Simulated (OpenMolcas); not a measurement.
**Ag2+ in CsCaF3: curves along the breathing mode**

Ag2+ with its 6 nearest fluoride ions, on the Ca site of CsCaF3 (a = 4.526 Å, distance in the model lattice 2.263 Å). The rest of the host is ab initio model potentials to 7.6 Å, with orthogonalisation functions on the cations behind the ligands, and point charges beyond; the distance is set by hand and nothing relaxes. Ligand basis ANO-RCC-VDZP.

```json
{
 "Program": "OpenMolcas 26.06",
 "Method": "CASSCF",
 "Basis": "ANO-RCC-VDZP [6s5p3d1f]",
 "Scalar Hamiltonian": "DKH2, point nucleus",
 "Active space": "9 electrons in 5 orbitals (4d)",
 "State averaging": "2S+1 = 2 even, 5 roots",
 "Spin-orbit coupling": "state interaction with AMFI integrals over the reference wave functions"
}
```

Spin-free energies (labels of O, the rotations of Oh) in cm-1 above the lowest fitted minimum, as all ligands move together:

```tsv
R (Å)	2E	2T2
2.155	430	11180
2.205	150	9650
2.304	5710	13210
2.354	11580	18280
2.403	19470	25490
```

Quadratic fits give the following; the wavenumber is harmonic, with the mass of all moving ligands, small differences in it between states hang on the degree of the fit, a number in brackets counts states of one label, and the table is a selection of at most 14 states with clean curves.

| State | R0 (Å) | Breathing mode (cm-1) | Minimum (cm-1) |
| --- | --- | --- | --- |
| 2E | 2.187 | 497 | 0 |
| 2T2 | 2.214 | 514 | 9610 |

The minimum of 2T2 is shifted by +0.0270 Å against 2E (from the unrounded fits). With M = 114.0 u for the moving shell, the Huang-Rhys factor in this mode is S = M ω ΔR² / 2ħ = 0.01483 × 114.0 × 497 × 0.0270² = 0.61. Only the first shell moves, against a rigid host.

An orbital doublet at a regular site is open to a Jahn-Teller distortion, which this geometry leaves out. With metal d orbitals alone the field can be off either way by tens of per cent. Ligand-to-metal charge-transfer states are missing. No measured value stands beside these numbers.
